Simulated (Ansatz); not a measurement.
```xyz
11

C    -0.706    1.573    0.274
Al   -0.964   -0.123    1.202
Se    0.180   -2.020    0.543
C     1.192   -1.307   -0.982
H     0.111    2.137    0.737
H    -0.452    1.443   -0.781
H    -1.601    2.198    0.336
H    -1.919   -0.317    2.451
H     1.699   -0.384   -0.710
H     1.930   -2.062   -1.245
H     0.528   -1.138   -1.826
```

Total charge 0; spin multiplicity 1.

(1) List the r2SCAN/def2-TZVPP orbital energies in eV (Ansatz). (Best estimate.)

Answers

(1) Computed: Occupied: -12333.64, -1574.29, -1516.94, -1411.54, -1411.49, -1411.48, -273.84, -272.49, -210.41, -153.88, -153.71, -153.64, -110.45, -70.79, -70.60, -70.53, -54.22, -54.18, -54.12, -54.00, -54.00, -19.46, -17.77, -16.03, -11.04, -10.84, -10.15, -10.09, -9.78, -8.70, -7.29, -6.74, -5.90. Lowest empty: -1.38, -0.58, 0.12, 1.18, 1.88, 2.14, 2.48, 2.95.
